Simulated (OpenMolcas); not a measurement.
# What GeH4 (germane) costs in OpenMolcas

The species is GeH4 (5 atoms), meant as a singlet with charge 0. As SMILES, `[GeH4]`. The coordinates come from a PBE0-D4/def2-TZVP relaxation.

```xyz
5

Ge    0.0001    0.0001    0.0000
H     1.1481   -0.7563    0.6806
H    -1.2388   -0.0300    0.9042
H    -0.3292   -0.6691   -1.3406
H     0.4198    1.4554   -0.2441
```

Program: OpenMolcas 26.06. Hardware: 1 thread of Arm Neoverse V2, shared host, so times are rough. Two-electron integrals are exact unless an approximation is named.

Problem. Estimate their order by wall time, quickest first.
A. gradient at HF/3-21G
B. gradient at HF/def2-TZVP
C. gradient at BLYP/def2-TZVP, grid UltraFine

Solution. A (1.7 s), B (4.8 s), C (14 s).
